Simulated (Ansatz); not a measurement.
Frontier orbitals of CH6GeOSi, SMILES `[CH3][GeH]1[O][SiH2]1`.

Charge 0, multiplicity 1. Correlated methods include outer-core shells of Ge, which these sets cover unevenly. Scalar relativity is left out up to krypton. The structure was optimised at the PBE0-D4/def2-TZVP level. Basis def2-TZVPP, the Gaussian-basis code of Ansatz.

```csv
functional,HOMO (eV),LUMO (eV),gap (eV)
LDA (SPW92),-5.82,-1.85,3.97
PBE,-5.67,-1.64,4.03
revPBE,-5.62,-1.55,4.07
BLYP,-5.54,-1.54,4.00
PBE0,-6.73,-0.81,5.92
BHLYP,-7.69,0.07,7.76
ωB97M-V,-8.78,0.94,9.72
```

A quarter of exact exchange (PBE0) shifts PBE's HOMO by −1.06 eV and its LUMO by +0.83 eV; full exchange at long range (ωB97M-V) shifts them by −3.10 and +2.58 eV. The gap opens from 4.04 to 9.72 eV, since occupied levels lose self-interaction and empty ones feel all the electrons. A positive LUMO is unbound and depends on the basis.
